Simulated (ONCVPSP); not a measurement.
**Cutoff test, Pd (Z = 46), ONCV**

ONCVPSP 4.0.1 input, shortened (lines: element, Z, core and valence counts, functional; n l f; lmax; l rc ep ncon nbas qcut; lloc lpopt rc5 dvloc0; l nproj debl; icmod fcfact rcfact), PBE, fully relativistic:

```
  Pd 46.00    7    2        4      upf
    1    0    2.00
    2    0    2.00
    2    1    6.00
    3    0    2.00
    3    1    6.00
    3    2   10.00
    4    0    2.00
    4    1    6.00
    4    2   10.00
    3
    0    1.95    0.31    4    8    2.70
    1    1.30    0.00    4    7   12.00
    2    1.85    0.00    4    9   10.20
    3    1.70    0.41    3    7    6.30
    4    5    0.95    3.00
    0    2    2.90
    1    2    3.70
    2    2    3.70
    3    2    2.60
    0    0.00    0.00
```

Open shells are filled in proportion to 2j + 1.

In the s channel the program set the typed energies aside and used 0.050, 2.950 Ha.

Question: For each optimised wave give the share of its norm inside rc, the residual kinetic energy above qcut (Ha) and the cutoffs (Ha) for errors of 10, 1, 0.1 and 0.01 mHa per electron.

Answer:

```csv
wave,norm inside rc,residual KE,10 mHa,1 mHa,0.1 mHa,0.01 mHa
s projector 1,0.230,3.0e-03,2.8,13.5,43.9,60.4
s projector 2,0.126,2.4e-01,29.8,59.3,69.9,102.8
4p j=3/2,0.770,1.6e-07,32.0,43.2,51.8,58.7
p projector 2 j=3/2,0.050,5.3e-08,23.5,39.6,50.4,58.3
4p j=1/2,0.797,1.7e-07,31.7,43.2,52.0,58.9
p projector 2 j=1/2,0.050,7.8e-08,21.4,39.9,50.9,59.1
4d j=5/2,0.712,4.4e-08,21.9,28.4,34.1,38.8
d projector 2 j=5/2,0.213,3.1e-08,24.6,31.7,38.1,43.3
4d j=3/2,0.727,2.5e-08,22.3,28.8,34.5,39.2
d projector 2 j=3/2,0.216,3.5e-08,24.9,32.1,38.4,43.5
f projector 1 j=7/2,0.003,9.9e-06,1.5,8.0,14.7,20.1
f projector 2 j=7/2,0.192,3.7e-02,24.1,83.7,114.0,not reached
f projector 1 j=5/2,0.003,9.9e-06,1.5,8.0,14.7,20.2
f projector 2 j=5/2,0.192,3.7e-02,24.2,83.9,114.3,not reached
```

The occupied waves need 43 Ha and 52 Ha for 1 and 0.1 mHa. Rows with under 1 % of the norm inside rc give no meaningful cutoff. Note: ghosts flagged at negative energy: s at -107.4 eV; GHOST(+) flagged for s at 114.2 eV. A true bound ghost makes a file unfit for plane-wave use. 2 of 4 tests not solved or not reliable.
